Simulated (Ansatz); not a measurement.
This geometry of H5HfNO2S (10 atoms, charge 0, multiplicity 1) is a first-order saddle point.

Computed with Ansatz 0.2.0, RHF/def2-SVP.

```xyz
10
Properties=species:S:1:pos:R:3
Hf -0.391 -0.309 -0.343
N 1.043 0.770 0.889
S 1.342 -1.924 -0.269
H 1.550 -0.477 0.535
O -0.690 0.582 -2.037
O -2.012 -0.715 0.637
H 1.641 1.504 0.546
H 0.977 0.852 1.891
H -0.736 0.837 -2.940
H -2.726 -1.121 1.092
```

Problem. Which two structures does it join? (They come from a converged band through this point; their orientation in space is the band's.)

Solution. Bonds broken: S3–H4. Bonds formed: N2–H4.

Initial state:

```xyz
10
Properties=species:S:1:pos:R:3
Hf -0.271 -0.190 -0.119
N 0.695 1.200 1.035
S 1.099 -2.312 -0.214
H 2.255 -1.739 -0.573
O -0.425 0.619 -1.865
O -1.939 -0.734 0.683
H 1.103 2.056 0.700
H 0.834 1.157 2.030
H -0.583 0.887 -2.750
H -2.768 -0.943 1.072
```

Final state:

```xyz
10
Properties=species:S:1:pos:R:3
Hf -0.431 -0.549 -0.465
N 1.145 0.626 0.844
S 0.705 -2.487 -0.823
H 1.949 0.026 0.963
O -0.605 0.704 -1.963
O -1.934 -0.584 0.795
H 1.468 1.480 0.414
H 0.806 0.863 1.765
H -0.537 0.944 -2.870
H -2.565 -1.023 1.338
```

Problem. How far does it lie above each of them?

Solution. 1.59 eV above the first and 1.25 eV above the second. This is the barrier of this one path; another mechanism may lie lower. The orbitals stay closed-shell, which can raise the energy where a bond breaks towards radicals; this wasn't checked here.

Run time: 3.1 min on 2 threads of Arm Neoverse V2 (shared host), peak memory 0.25 GiB.
